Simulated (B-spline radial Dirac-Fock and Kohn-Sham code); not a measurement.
Z = 17 (chlorine), transition energy 855 keV. Calculated with an atomic code on a B-spline grid, using a Dirac-Hartree-Slater potential of the neutral atom with a Latter tail (no hole, which puts coefficients of high multipoles low close above an edge), finite nucleus with surface currents. Subshells that would emit electrons below 1 keV are left out.

Problem. A pure transition shows α(K) = 0.000181, L1/L2 = 136 and L1/L3 = 165. What is its multipolarity?
A. M2
B. M1
C. M4
D. E4
E. M3
F. E2
G. E3
H. E1

Solution. G. For comparison, α(K), L1/L2, L1/L3 are E1 3.19e-05, 563, 218; E2 7.96e-05, 270, 205; E4 0.000400, 77.6, 124; M1 5.11e-05, 378, 402; M2 0.000119, 217, 436; M3 0.000265, 140, 291; M4 0.000582, 97.3, 167.
